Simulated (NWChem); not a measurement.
System: TiIF3; SMILES [Ti]([F])([F])([F])[I]

Output (shortened):

```
             Northwest Computational Chemistry Package (NWChem) 7.3.0
             --------------------------------------------------------

 C3  symmetry detected

                             Geometry "geometry" -> ""
                             -------------------------

 Output coordinates in angstroms (scale by  1.889725989 to convert to a.u.)

  No.       Tag          Charge          X              Y              Z
 ---- ---------------- ---------- -------------- -------------- --------------
    1 Ti                  22.0000     0.00000000     0.00000000     1.23002172
    2 F                    9.0000    -1.57803333     0.41945092     1.67220836
    3 F                    9.0000     1.15227181     1.15689149     1.67220836
    4 F                    9.0000     0.42576152    -1.57634241     1.67220836
    5 I                   53.0000     0.00000000     0.00000000    -1.36245478

 Effective nuclear repulsion energy (a.u.)     689.0312156626

      Symmetry information
      --------------------

 Group name             C3
 Group number              5
 Group order               3
 No. of unique centers     3

                                Z-matrix (autoz)
                                --------

 Units are Angstrom for bonds and degrees for angles

      Type          Name      I     J     K     L     M      Value
      ----------- --------  ----- ----- ----- ----- ----- ----------
    1 Stretch                  1     2                       1.69164
    2 Stretch                  1     3                       1.69164
    3 Stretch                  1     4                       1.69164
    4 Stretch                  1     5                       2.59248
    5 Bend                     2     1     3               113.42256
    6 Bend                     2     1     4               113.42256
    7 Bend                     2     1     5               105.15284
    8 Bend                     3     1     4               113.42256
    9 Bend                     3     1     5               105.15284
   10 Bend                     4     1     5               105.15284

                           NWChem Geometry Optimization
                           ----------------------------

[...]

      ----------------------
      Optimization converged
      ----------------------

  Step       Energy      Delta E   Gmax     Grms     Xrms     Xmax
  ---- ---------------- -------- -------- -------- -------- --------
@    6   -1446.14388152 -8.4D-09  0.00000  0.00000  0.00011  0.00020
                                     ok       ok       ok       ok

                                Z-matrix (autoz)
                                --------

 Units are Angstrom for bonds and degrees for angles

      Type          Name      I     J     K     L     M      Value     Gradient
      ----------- --------  ----- ----- ----- ----- ----- ---------- ----------
    1 Stretch                  1     2                       1.73881   -0.00000
    2 Stretch                  1     3                       1.73881   -0.00000
    3 Stretch                  1     4                       1.73881   -0.00000
    4 Stretch                  1     5                       2.57572    0.00000
    5 Bend                     2     1     3               109.10762    0.00000
    6 Bend                     2     1     4               109.10762    0.00000
    7 Bend                     2     1     5               109.83241   -0.00000
    8 Bend                     3     1     4               109.10762    0.00000
    9 Bend                     3     1     5               109.83241   -0.00000
   10 Bend                     4     1     5               109.83241   -0.00000

                         Geometry "geometry" -> "geometry"
                         ---------------------------------

 Output coordinates in angstroms (scale by  1.889725989 to convert to a.u.)

[...]

 Rotational Constants
 --------------------
 A=   0.110552 cm-1  (  0.159056 K)
 B=   0.029897 cm-1  (  0.043014 K)
 C=   0.029897 cm-1  (  0.043014 K)

 Temperature                      =   298.15K
 frequency scaling parameter      =   1.0000

 Zero-Point correction to Energy  =    5.023 kcal/mol  (  0.008005 au)
 Thermal correction to Energy     =    9.147 kcal/mol  (  0.014576 au)
 Thermal correction to Enthalpy   =    9.739 kcal/mol  (  0.015520 au)

 Total Entropy                    =   83.802 cal/mol-K
   - Translational                =   42.180 cal/mol-K (mol. weight = 229.8436)
   - Rotational                   =   26.985 cal/mol-K (symmetry #  =        3)
   - Vibrational                  =   14.637 cal/mol-K

 Cv (constant volume heat capacity) =   19.004 cal/mol-K
   - Translational                  =    2.979 cal/mol-K
   - Rotational                     =    2.979 cal/mol-K
   - Vibrational                    =   13.045 cal/mol-K

[normal modes left out]

 ----------------------------------------------------------------------------
 Normal Eigenvalue ||           Projected Infra Red Intensities
  Mode   [cm**-1]  || [atomic units] [(debye/angs)**2] [(KM/mol)] [arbitrary]
 ------ ---------- || -------------- ----------------- ---------- -----------
    1       -0.000 ||    0.000001           0.000         0.001       0.000
    2       -0.000 ||    0.000002           0.000         0.002       0.001
    3       -0.000 ||    0.000002           0.000         0.002       0.001
    4       -0.000 ||    0.000002           0.000         0.002       0.001
    5        0.000 ||    0.000002           0.000         0.002       0.001
    6        0.000 ||    0.000000           0.000         0.000       0.000
    7      129.909 ||    0.001009           0.023         0.983       0.289
    8      129.909 ||    0.001009           0.023         0.983       0.289
    9      159.263 ||    0.000404           0.009         0.394       0.116
   10      201.935 ||    0.006077           0.140         5.924       1.743
   11      201.935 ||    0.006077           0.140         5.924       1.743
   12      320.355 ||    0.048181           1.112        46.969      13.820
   13      741.807 ||    0.162657           3.753       158.566      46.656
   14      815.230 ||    0.148759           3.432       145.018      42.670
   15      815.230 ||    0.148759           3.432       145.018      42.670
 ----------------------------------------------------------------------------
```

Level: PBE-D3(BJ)/def2-SVP with def2 effective core potentials on I. def2 effective core potentials on I; no spin-orbit coupling.

**Question.** Reconstruct the input file.

**Answer.** One answer among several that fit: the input that was run:
```
start job
memory heap 200 mb stack 900 mb global 1100 mb
geometry units angstroms
  Ti     0.330983    -0.609387     1.112310
  F      0.663980     0.630634     2.213694
  F      1.686567    -1.541794     0.719285
  F     -1.022959    -1.533803     1.529710
  I     -0.323633     0.595896    -1.087623
end
basis spherical
  * library def2-svp
end
ecp
  I library def2-ecp
end
dft
  xc xpbe96 cpbe96
  disp vdw 4
  iterations 150
end
driver
  maxiter 120
end
task dft optimize
dft
  grid fine
  convergence energy 1d-8 density 1d-7
end
task dft freq numerical
```
